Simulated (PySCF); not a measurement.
B(AsH2)(H)2 (AsBH₄), SMILES B[AsH2].

The structure is a stationary point at r2SCAN-D4/def2-TZVP.

All values below come from TDDFT-LC-ωPBE/def2-TZVPD (PySCF).

Vertical excitations. The molecule is in vacuum. State labels are in the subgroup Cs.

| state | symmetry | energy (eV) | λ (nm) | f | main pairs |
|---|---|---|---|---|---|
| S1 | A' | 4.63 | 268 | 0.057 | HOMO→LUMO 82 %, HOMO−1→LUMO 14 % |
| S2 | A" | 6.08 | 204 | 0.000 | HOMO−2→LUMO 81 %, HOMO−3→LUMO 15 % |
| S3 | A' | 6.25 | 199 | 0.070 | HOMO−1→LUMO 80 %, HOMO→LUMO 14 % |
| S4 | A" | 6.79 | 183 | 0.045 | HOMO→LUMO+3 91 % |
| S5 | A' | 6.82 | 182 | 0.114 | HOMO→LUMO+1 59 %, HOMO→LUMO+2 23 %, HOMO→LUMO+4 11 % |
| S6 | A' | 7.69 | 161 | 0.190 | HOMO→LUMO+2 46 %, HOMO→LUMO+4 41 % |
| S7 | A' | 8.38 | 148 | 0.040 | HOMO→LUMO+4 32 %, HOMO→LUMO+1 28 %, HOMO→LUMO+2 16 %, HOMO→LUMO+6 7 % |
| S8 | A" | 8.46 | 147 | 0.003 | HOMO−3→LUMO 75 %, HOMO−2→LUMO 15 % |
| S9 | A" | 8.95 | 139 | 0.012 | HOMO→LUMO+5 68 %, HOMO→LUMO+8 15 % |
| S10 | A' | 8.98 | 138 | 0.117 | HOMO→LUMO+6 43 %, HOMO−1→LUMO+1 29 % |
| T1 | A' | 3.52 | 353 | 0 | HOMO→LUMO 90 % |
| T2 | A" | 5.25 | 236 | 0 | HOMO−2→LUMO 76 %, HOMO−3→LUMO 18 % |
| T3 | A' | 5.37 | 231 | 0 | HOMO−1→LUMO 86 % |
| T4 | A" | 5.85 | 212 | 0 | HOMO→LUMO+3 87 % |
Triplets are in the Tamm–Dancoff approximation, which puts them higher than full response would, so one can lie above its singlet here.
